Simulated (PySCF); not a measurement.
Ne+: excitation energy

Ne+ [He] 2s2 2p5 (2P) → Ne+ [He] 2s1 2p6 (2S), as a difference of total energies. All numbers are calculated (PySCF 2.14, no relativity, point nucleus, in aug-cc-pVTZ (5s4p3d2f, 46 functions)). Correlated levels: valence: 1s2 frozen. The calculations carry no spin-orbit coupling.

Task: Order these methods by the excitation energy they give, lowest first.
A. CCSD(T) (valence)
B. MP2 (valence)
C. UHF
D. CCSD (valence)

Result: A (26.874 eV), D (27.052 eV), B (27.505 eV), C (29.600 eV).

Errors of the correlated levels include the incompleteness of this basis and the frozen core.

For comparison: 26.878 eV (measured; NIST levels, between the centres of gravity of the two terms).
